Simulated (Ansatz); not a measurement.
**Ligand exchange: C3H10BN + In(CH3)2(OH) → C3H9BO + In(CH3)2(NH2)**

Species: C3H10BN `CC(C)BN`, singlet; In(CH3)2(OH), singlet; C3H9BO `CC(C)BO`, singlet; In(CH3)2(NH2), singlet. The partners trade NH2 for OH: B–NH2 and In–OH bonds give way to B–OH and In–NH2.

Shapes, held fixed at every level: PBE0-D4/def2-TZVP. Flexible molecules stand in one conformer, not always the lowest. Programs: Ansatz 0.2.0. Electronic energies: no zero-point or thermal term.

```json
{"level": "HF/def2-SVP", "kind": "Hartree–Fock", "ΔE (kJ/mol)": "+15.7", "less CCSD(T)/def2-TZVPP": "-6.2", "CPU time (sum over the molecules)": "–"}
{"level": "SPW92/def2-TZVPP", "kind": "LDA", "ΔE (kJ/mol)": "+26.1", "less CCSD(T)/def2-TZVPP": "+4.2", "CPU time (sum over the molecules)": "22 s"}
{"level": "BHLYP-D4/def2-TZVPP", "kind": "global hybrid", "ΔE (kJ/mol)": "+23.4", "less CCSD(T)/def2-TZVPP": "+1.5", "CPU time (sum over the molecules)": "49 s"}
{"level": "wB97M-V/def2-TZVPP", "kind": "range-separated hybrid", "ΔE (kJ/mol)": "+23.6", "less CCSD(T)/def2-TZVPP": "+1.7", "CPU time (sum over the molecules)": "3.2 min"}
{"level": "MP2/def2-SVP", "kind": "perturbation theory", "ΔE (kJ/mol)": "+20.0", "less CCSD(T)/def2-TZVPP": "-1.9", "CPU time (sum over the molecules)": "–"}
{"level": "CCSD(T)/def2-SVP", "kind": "coupled cluster or CI", "ΔE (kJ/mol)": "+18.5", "less CCSD(T)/def2-TZVPP": "-3.4", "CPU time (sum over the molecules)": "2 min"}
{"level": "CCSD(T)/def2-TZVPP", "kind": "coupled cluster or CI", "ΔE (kJ/mol)": "+21.9", "less CCSD(T)/def2-TZVPP": "0.0", "CPU time (sum over the molecules)": "67 min"}
```

The highest level, CCSD(T)/def2-TZVPP, gives ΔE = +21.9 kJ/mol; the levels span +15.7 to +26.1. The column of differences is taken from that level and isn't an error. No measured value is set beside it here. For atoms past krypton def2 sets carry core potentials with scalar relativity. Outer-core shells of In are correlated, in sets that cover them unevenly. Times are processor times on shared x86 and Arm servers, and rough.
